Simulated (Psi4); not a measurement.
Relaxed torsion scan: SMILES CC(C)(C)[SiH2]S (C₄H₁₂SSi). Scanned: dihedral C2–Si5–S6–H18; all other coordinates were relaxed at GFN2-xTB. Points at φ and −φ are mirror images.

Geometry of the scan point at -105° (Å):
```
18

C      0.4962     0.2862     1.5102
C      0.3566    -0.0551     0.0247
C      0.3883    -1.5768    -0.1410
C      1.5292     0.5557    -0.7425
Si    -1.2860     0.6575    -0.6545
S     -2.9610    -0.1654     0.4312
H     -0.3362    -0.1218     2.0810
H      0.5181     1.3639     1.6614
H      1.4195    -0.1316     1.9105
H     -0.4296    -2.0427     0.4060
H      0.3061    -1.8573    -1.1900
H      1.3244    -1.9797     0.2445
H      1.5395     1.6387    -0.6392
H      2.4738     0.1691    -0.3614
H      1.4673     0.3169    -1.8022
H     -1.4939     0.2958    -2.0537
H     -1.3701     2.0987    -0.4490
H     -3.3662    -0.9972    -0.5131
```

Method: PBE-D3(BJ)/def2-SVP // GFN2-xTB (Psi4).

Scanned values (°): -165, -150, -135, -120, -105, -90, -75, -60, -45, -30, -15, 0, 15, 30, 45, 60, 75, 90, 105, 120, 135, 150, 165, 180.

Q: Locate the minima and the barriers on this grid.

A: Lower than their neighbours: -75° (0.00 kJ/mol), 75° (0.00 kJ/mol), 180° (4.69 kJ/mol). Higher than their neighbours: -150° (4.97 kJ/mol), 0° (8.44 kJ/mol), 150° (4.97 kJ/mol). The whole profile spans 8.44 kJ/mol.
